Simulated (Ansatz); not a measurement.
Cost and result for the atomization energy of `C[CH]1[SiH2][GaH]1` (11 atoms, 11 bonds).

Cartesian coordinates in Å:
```
C 1.208 0.815 -0.537
C 0.186 -0.270 -0.277
Si -1.647 -0.007 0.133
Ga -0.255 -1.460 1.282
H 1.042 1.308 -1.502
H 1.162 1.590 0.231
H 2.230 0.422 -0.540
H 0.220 -1.059 -1.050
H -2.706 -0.131 -0.909
H -1.854 1.252 0.905
H 0.414 -2.461 2.266
```

The species carries charge 0 and has multiplicity 1. Correlated methods include outer-core shells of Ga, which these sets cover unevenly. Scalar relativity is left out up to krypton. The geometry is a stationary point of PBE0-D4/def2-TZVP. Program: Ansatz. All runs use 4 threads of an Arm Neoverse V2 on a shared host. Times are those of one run each, without the atoms' runs, and a repeat can differ threefold. Electronic energies, without spin–orbit coupling; frozen cores. CCSD(T)/CBS adds CCSD(T) − MP2 in def2-TZVPP to the MP2 limit, and its time is that of the two runs behind it. T1 = 0.013. With those shells the extrapolation isn't a true limit. B3LYP takes the VWN-RPA correlation (the form of Gaussian; ORCA's B3LYP/G).

CCSD(T)/CBS is a level of theory with its own doubt, some kJ/mol a heavy atom from the limit and from the frozen cores, so smaller differences don't rank the functionals.

| level | functions | wall time | atomization (kcal/mol) | difference from CCSD(T)/CBS | per bond |
| --- | --- | --- | --- | --- | --- |
| PBE-D4/def2-TZVPP (with forces) | 250 | 2.4 s | 857.6 | 7.4 | 0.7 |
| PBE0-D4/def2-TZVPP | 250 | 3 s | 850.5 | 0.3 | 0.0 |
| B3LYP-D4/def2-TZVPP (with forces) | 250 | 4.5 s | 844.9 | -5.3 | -0.5 |
| r2SCAN-D4/def2-TZVPP (with forces) | 250 | 4.8 s | 853.3 | 3.1 | 0.3 |
| B2PLYP/def2-TZVPP | 250 | 5.5 s | 836.6 | -13.6 | -1.2 |
| ωB97X-V/def2-TZVPP | 250 | 8 s | 852.4 | 2.2 | 0.2 |
| ωB97M-V/def2-TZVPP (with forces) | 250 | 12 s | 848.2 | -2.0 | -0.2 |
| MP2/def2-QZVPP | 483 | 23 s | 846.7 | -3.5 | -0.3 |
| CCSD(T)/def2-TZVPP | 250 | 2.1 min | 832.0 | -18.2 | -1.7 |
| CCSD(T)/CBS(def2) | – | 2.5 min | 850.2 | 0.0 | 0.0 |

From PBE to PBE0 (25 % exact exchange), in def2-TZVPP and without D4, the atomization energy moves by −6.3 kcal/mol: exact exchange takes away binding that semilocal exchange gives to molecules. In def2-TZVPP, CCSD(T) changes the Hartree–Fock value by +206.7 kcal/mol (the triples alone add +11.6 kcal/mol) and MP2 by +210.8 kcal/mol; breaking electron pairs costs correlation energy, which Hartree–Fock lacks. The D4 term adds +9.4 kcal/mol with B3LYP and +4.9 kcal/mol with PBE0; it sums over pairs of atoms, weighted by their polarisabilities, and B3LYP, whose exchange is more repulsive, gets the larger term.
